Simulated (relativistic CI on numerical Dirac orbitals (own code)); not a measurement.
## Level scheme of In⁴⁸⁺

Computed by Dirac equation for one electron, model QED (radiative potential, 1s self-energy scaled to tabulated hydrogen-like ionisation energies) (own radial code, finite nucleus).

Configurations in the expansion: 1s, 2s, 2p, 3s, 3p, 3d, 4s, 4p, 4d, 4f, 5s, 5p, 5d, 5f, 5g, 6s, 6p, 6d. Levels of other configurations are missing.

The lowest level is 1s 2S_1/2, with 100 % of that term; Hund's rules for 1s give 2S with J = 1/2, in agreement.

```csv
No.,Configuration,Term,J,E (eV),%,Landé g,Lifetime (s)
1,1s,2S,1/2,0.0,100,1.914,
2,2p,2P°,1/2,25233.6,100,0.644,2.73e-16
3,2s,2S,1/2,25238.7,100,1.980,
4,2p,2P°,3/2,25517.9,100,1.317,2.85e-16
5,3p,2P°,1/2,29997.1,100,0.656,9.22e-16
6,3s,2S,1/2,29998.6,100,1.993,2.14e-14
7,3d,2D,3/2,30081.3,100,0.792,2.51e-15
8,3p,2P°,3/2,30081.5,100,1.326,9.29e-16
9,3d,2D,5/2,30107.8,100,1.193,2.64e-15
10,4p,2P°,1/2,31652.5,100,0.660,2.18e-15
11,4s,2S,1/2,31653.1,100,1.997,3.12e-14
12,4d,2D,3/2,31687.9,100,0.795,5.80e-15
13,4p,2P°,3/2,31688.0,100,1.330,2.16e-15
14,4f,2F°,5/2,31699.1,100,0.853,1.23e-14
15,4d,2D,5/2,31699.1,100,1.196,6.11e-15
16,4f,2F°,7/2,31704.6,100,1.139,1.25e-14
17,5p,2P°,1/2,32413.7,100,0.662,4.25e-15
18,5s,2S,1/2,32414.0,100,1.999,4.92e-14
19,5d,2D,3/2,32431.8,100,0.797,1.11e-14
20,5p,2P°,3/2,32431.8,100,1.331,4.18e-15
21,5f,2F°,5/2,32437.5,100,0.854,2.36e-14
22,5d,2D,5/2,32437.5,100,1.198,1.17e-14
23,5g,2G,7/2,32440.3,100,0.886,4.02e-14
24,5f,2F°,7/2,32440.3,100,1.141,2.40e-14
25,5g,2G,9/2,32442.0,100,1.109,4.05e-14
26,6p,2P°,1/2,32825.1,100,0.663,7.33e-15
27,6s,2S,1/2,32825.3,100,2.000,7.53e-14
28,6d,2D,3/2,32835.6,100,0.798,1.89e-14
29,6p,2P°,3/2,32835.6,100,1.332,7.18e-15
30,6d,2D,5/2,32838.9,100,1.199,2.00e-14
```

Energies count from the lowest computed level; ° marks odd parity; lifetimes are radiative, by E1, M1, E2, M2 decay to levels of this space only; some are left blank where a channel outside the calculation adds to the decay or the decay crosses a small, uncertain gap.
